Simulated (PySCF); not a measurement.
Ge(F)2(Br)(Me) (CH₃BrF₂Ge), SMILES [CH3][Ge]([F])([F])[Br]. Atoms are numbered in the order given.

```xyz
8

C     -1.6817    -1.5542     0.0000
Ge     0.0321    -0.6682     0.0000
F      0.9841    -1.1490     1.3665
F      0.9841    -1.1490    -1.3665
Br    -0.0758     1.6157     0.0000
H     -2.2399    -1.2578     0.8987
H     -2.2399    -1.2578    -0.8987
H     -1.5182    -2.6412     0.0000
```
Charge 0, spin multiplicity 1.

Coordinates come from a TPSSh-D3(BJ)/def2-SVP optimisation.

Two levels are set side by side: PBE/pcSseg-1 (PySCF) and KT2/pcSseg-1 (PySCF). GIAO shifts against CFCl3 (¹⁹F), GeH4 (⁷³Ge), TMS (¹H), TMS (¹³C) at the same level; non-relativistic, no solvent, atoms listed together averaged. Without spin–orbit terms, shifts of atoms bonded to Cl or Br come out too high at both levels. Differences are taken from unrounded values.

| quantity | KT2 | PBE | PBE minus KT2 |
|---|---|---|---|
| δ(¹³C) of C1 (ppm) | 12.3 | 12.7 | 0.4 |
| δ(⁷³Ge) of Ge2 (ppm) | 450.7 | 461.0 | 10.3 |
| δ(¹⁹F) of F3, F4 (ppm) | -130.9 | -125.6 | 5.2 |
| δ(¹H) of H6, H7, H8 (ppm) | 1.50 | 1.50 | 0.00 |

Rough cost on one machine, each run with all the roots and properties that it gave: KT2 against PBE within a factor of 2.
